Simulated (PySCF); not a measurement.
Screening by computed properties: pick the candidate that meets the target.

Species are written as SMILES; each is one conformer at its optimised geometry, gas phase (atoms past krypton carry core potentials, spin–orbit coupling is left out). Electronic properties by PySCF.

Dipoles, sizes and rotational constants follow the conformer. The torsions of the flexible species, by atom-mapped SMILES:
- `[BH2:1]/[CH:2]=[CH:3]/[S:4][CH3:5]`: C2–C3–S4–C5 180°

The conformers of `C#C[C@@]1(C)C[S@@](=O)C[C@H]1F` and `S=C1CCCC1` aren't listed.

(1) Wanted: lowest singlet excitation between 5.5 eV and 7 eV (TDDFT B3LYP/def2-SVPD) and vertical ionisation energy above 8.5 eV (ΔSCF B3LYP/def2-SVPD), at PBE0-D3(BJ)/def2-SVP geometries. Which candidate meets both?
A. `S=C1CCCC1`
B. `[F][Zr]([F])([F])[F]`
C. `C#C[C@@]1(C)C[S@@](=O)C[C@H]1F`
D. `[H][Bi]([CH3])[CH3]`

(2) Wanted: static isotropic polarisability above 82 au (B3LYP/def2-SVPD) and HOMO–LUMO gap below 5 eV (B3LYP/def2-SVPD), at PBE0-D3(BJ)/def2-SVP geometries. Which candidate meets both?
A. `[BiH]([CH3])[CH3]`
B. `S=C1CCCC1`
C. `C1[C@@](C)([C@@H](C[S@@]1=O)F)C#C`
D. `[F][Zr]([F])([F])[F]`
E. `B/C=C/SC`

Results:

(1) D. Computed values:
| species | lowest singlet excitation | vertical ionisation energy |
| --- | --- | --- |
| S=C1CCCC1 | 2.47 eV | 8.33 eV |
| C#C[C@@]1(C)C[S@@](=O)C[C@H]1F | 5.43 eV | 8.74 eV |
| [H][Bi]([CH3])[CH3] | 5.57 eV | 8.91 eV |
| [F][Zr]([F])([F])[F] | 8.77 eV | 14.56 eV |

(2) E. Computed values:
```csv
species,static isotropic polarisability,HOMO–LUMO gap
[F][Zr]([F])([F])[F],35.4 au,10.31 eV
[BiH]([CH3])[CH3],78.9 au,6.31 eV
S=C1CCCC1,80.6 au,3.84 eV
B/C=C/SC,84.3 au,4.54 eV
C1[C@@](C)([C@@H](C[S@@]1=O)F)C#C,104.9 au,6.45 eV
```
